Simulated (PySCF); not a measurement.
Ionisation energy of O⁶⁺ by level of theory

O⁶⁺ 1s2 → O⁷⁺ 1s1 [1s1/2^1, M_J = 1/2], as a difference of total energies. Calculation: PySCF 2.14, in an even-tempered Gaussian basis (16 s from 2.4 bohr⁻², ratio 2.4; 8 p from 3.1 bohr⁻², ratio 2.4; 3 d from 11 bohr⁻², ratio 2.6; 3 f from 16 bohr⁻², ratio 2.6); the two-component X2C-1e Hamiltonian. Correlated levels: nothing frozen; the 30 highest virtual spinors dropped. "Screened" scales the spin-orbit matrix elements by Boettger's factors to mimic the two-electron term; Breit and QED terms are absent.

```
                    method  ionisation energy (eV)
 GHF (screened spin-orbit)                  738.23
GMP2 (screened spin-orbit)                  739.40
```

Task: How much does correlation contribute at GMP2 (screened spin-orbit)?

Result: 739.40 − (738.23) = 1.17 eV, measured against GHF (screened spin-orbit).

For comparison: 739.33 eV (theoretical estimate listed by NIST; NIST Atomic Spectra Database, ionization energies).
